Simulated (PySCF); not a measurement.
Vertical excitations of a molecule C₃H₈OSi from PySCF with TDA-PBE/def2-SVPD, as energy in eV (oscillator strength): 6.01 (0.004), 6.21 (0.006), 6.70 (0.025), 6.91 (0.022), 6.97 (0.013), 7.11 (0.041), 7.33 (0.011), 7.51 (0.009), 7.59 (0.012), 7.60 (0.075). Lowest triplet (TDA): 5.81 eV. Coordinates come from a B3LYP-D3(BJ)/def2-SVP optimisation. The values are those of a single conformer.

### Question
Which structure fits?
A. OC1C[SiH2]C1
B. C[C@H]1OC[SiH2]1
C. O[SiH]1CCC1
D. O=CCC[SiH3]

### Answer
C, O[SiH]1CCC1
